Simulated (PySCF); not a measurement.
Computed shifts of a molecule C3H7BO2, PBE/pcSseg-1 (PySCF), GIAO, gas phase, equivalent atoms averaged, in ppm (number of nuclei): ¹³C: 89.3 (1), 75.5 (1), 20.3 (1). ¹H: 6.05 (1), 4.87 (1), 4.62 (2), 1.51 (3). References: ¹³C against TMS (σ = 182.0 ppm); ¹⁷O against H2O (σ = 334.3 ppm); ¹¹B against BF3 (σ = 83.9 ppm); ¹H against TMS (σ = 31.49 ppm), references at their B3LYP-D3(BJ)/def2-TZVP geometries, non-relativistic. The structure is a stationary point at B3LYP-D3(BJ)/def2-SVP. One conformer was computed; it need not be the lowest.

**Question.** Which molecule gave these data?
A) CB1OC[C@H]1O
B) C[C@H]1OCB1O
C) CCB(O)C=O
D) OCB1CCO1

**Answer.** B, C[C@H]1OCB1O
